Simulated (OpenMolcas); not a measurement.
Pt2+ in a point-charge field

Pt2+ among 4 point charges of -2.5 e arranged as a tetrahedron (Td), 2.06 Å from the ion.
```
   1.1893    1.1893    1.1893  -2.50
   1.1893   -1.1893   -1.1893  -2.50
  -1.1893    1.1893   -1.1893  -2.50
  -1.1893   -1.1893    1.1893  -2.50
```

```
Program             : OpenMolcas
Method              : SS-CASPT2, IPEA 0.25 Eh, imaginary shift 0.1 Eh (closed shells correlated: 4f 5s 5p)
Basis               : ANO-RCC-VDZP [7s6p4d2f]
Scalar Hamiltonian  : DKH2, point nucleus
Active space        : 8 electrons in 5 orbitals (5d)
State averaging     : 2S+1 = 3 even, 10 roots; 2S+1 = 1 even, 15 roots
Spin-orbit coupling : RASSI with atomic mean-field integrals over the reference wave functions
```

The lowest spin-free states (labels of Td), above the lowest:

```csv
State,Degeneracy,E (cm-1),Free-ion L (%)
3T1,3,0,F (99)
3T2,3,2650,F (100)
3A2,1,5900,F (100)
1T2,3,9250,D (94)
1E,2,9510,D (79)
3T1,3,11840,P (99)
1T2,3,15490,G (94)
1A1,1,16980,G (98)
1T1,3,17260,G (100)
1E,2,18170,G (79)
1A1,1,37590,S (98)
```

The lowest levels with spin-orbit coupling:

| E (cm-1) | Degeneracy | Label | 2S+1 |
| --- | --- | --- | --- |
| 0 | 1 | A1 | 3 |
| 720 | 3 | T1 | 3 |
| 1270 | 2 | E | 3 |
| 2850 | 3 | T2 | 3 |
| 7150 | 3 | T2 | 3 (55 %) |
| 8500 | 2 | E | 3 (50 %) |
| 11450 | 3 | T1 | 3 |
| 12150 | 1 | A2 | 3 |
| 12300 | 3 | T2 | 3 |
| 16300 | 2 | E | 3 |
| 18530 | 3 | T2 | 3 |
| 18820 | 1 | A1 | 3 (83 %) |
| 21390 | 3 | T1 | 3 |
| 23290 | 3 | T2 | 1 (89 %) |
| 23350 | 2 | E | 1 (77 %) |
| 25290 | 1 | A1 | 1 |
| 25440 | 3 | T1 | 1 |
| 27250 | 3 | T2 | 1 (52 %) |
| 29490 | 2 | E | 1 (68 %) |
| 49550 | 1 | A1 | 1 (85 %) |

Powder χT (cm3 K/mol): 0.0147 at 2 K, 0.0733 at 10 K, 0.367 at 50 K, 0.733 at 100 K, 1.45 at 200 K, 2.06 at 300 K. The effective moment at 300 K is 2.828 √(χT) = 4.06 μB.

The lowest level has 2S+1 = 3, for which the spin-only value is χT = S(S+1) / 2 = 1.000 cm3 K/mol (g = 2). The computed 2.060 at 300 K differs by +1.060, through orbital momentum, spin-orbit coupling and any other state in reach. With a threefold ground state the orbital momentum is unquenched, so the spin-only value is not expected to hold.

Roots that are degenerate in the reference are averaged as groups; the widest CASPT2 spread within a group is 150 cm-1 (the 3-fold group of multiplicity 3 near 2650 cm-1 above the lowest state of its run). Shifts and gaps below about the spread of the groups concerned are not significant. An orbital triplet at a regular site is open to Jahn-Teller coupling, which can distort the site and quench the lowest spin-orbit gaps and is left out. Real 4d8 and 5d8 ions are as a rule square planar and diamagnetic. Free-ion shares, where given, are those of the reference states; single-state CASPT2 does not remix them. This is an electrostatic model: the charges have no orbitals. No measured value stands beside these numbers.
